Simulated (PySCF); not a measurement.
Structure problem from calculated spectra and properties.

Formula: C5H4FN3S.

| Quantity | Value |
| --- | --- |
| UV, first state | lowest singlet excitation: 1.55 eV (800 nm, f = 0.000) [TDDFT PBE0/def2-SVPD] |
| NMR, other nuclei | isotropic shieldings of nuclei other than C and H, by class: -46 (1 N), -19 (1 N), 4 (1 N), 209 (1 F), -1122 (1 S) ppm [GIAO PBE0/pcSseg-1] |
| Polarisability | 100.0 au [PBE0/def2-SVPD] |
| 13C NMR | chemical shifts (computed TMS as zero) by class: 265.3 (1 C), 182.7 (1 C), 175.2 (1 C), 156.8 (1 C), 44.4 (1 C) ppm [GIAO PBE0/pcSseg-1] |
| Triplet | lowest triplet excitation (Tamm–Dancoff): 1.07 eV [TDA PBE0/def2-SVPD] |
| Rotational structure | rotational constants A, B, C: 2.564, 0.770, 0.594 GHz [GFN2-xTB] |
| UV, strongest line | among the 6 lowest singlet transitions: S5 at 4.62 eV (268 nm, f = 0.293) [TDDFT PBE0/def2-SVPD] |
| 1H NMR | chemical shifts (computed TMS as zero) by class: 9.50 (1 H), 3.95 (3 H) ppm [GIAO PBE0/pcSseg-1] |
| Dipole | 0.49 D [PBE0/def2-SVPD] |

Gas-phase values; electronic properties from PySCF, density fitting. Levels stand in brackets. Geometry: GFN2-xTB, one conformer, isolated molecule. Each NMR value is the plain mean over a class of atoms that symmetry, rotation or inversion makes alike.

Problem. What is the compound? Reason from the data.

Solution. Numbering: `[CH3:1][C:2](=[S:3])[c:4]1[n:5][cH:6][n:7][c:8]([F:9])[n:10]1`. Its formula, C5H4FN3S, gives 5 degrees of unsaturation: 1 ring and 4 π bonds in the structure found (Kekulé form). 5 carbons fall into 5 classes; from least to most shielded: thiocarbonyl carbon [C2] (265.3 ppm), aromatic C–F carbon [C8] (182.7 ppm), aromatic CH next to a ring nitrogen [C6] (175.2 ppm), substituted aromatic carbon [C4] (156.8 ppm), methyl carbon [C1] (44.4 ppm). Hydrogen classes from least to most shielded: 1 H on an aromatic CH next to a ring nitrogen, C6 (9.50 ppm), 3 H on a methyl carbon, C1 (3.95 ppm). The other shieldings belong to: -46 ppm, pyridine-type nitrogen [N5]; -19 ppm, pyridine-type nitrogen [N7]; 4 ppm, pyridine-type nitrogen [N10]; 209 ppm, aryl fluorine [F9]; -1122 ppm, thiocarbonyl sulfur [S3]. S1 is mainly HOMO→LUMO (weight 0.99); the largest Löwdin shares of the orbital it empties are 0.74 on the thiocarbonyl sulfur, 0.10 on the thiocarbonyl carbon, 0.04 on the methyl carbon and 0.04 on a pyridine-type nitrogen, of the orbital it fills 0.33 on the thiocarbonyl sulfur, 0.21 on the thiocarbonyl carbon, 0.12 on the substituted aromatic carbon and 0.08 on a pyridine-type nitrogen. The optimised geometry has point group Cs and is an asymmetric top. Structure: `CC(=S)c1ncnc(F)n1`. The assignments are read from this structure; whether some other isomer fits the data as well wasn't checked.

Shape of the structure used: `[CH3:1][C:2](=[S:3])[c:4]1[n:5][cH:6][n:7][c:8]([F:9])[n:10]1`: C1–C2–C4–N5 180°.
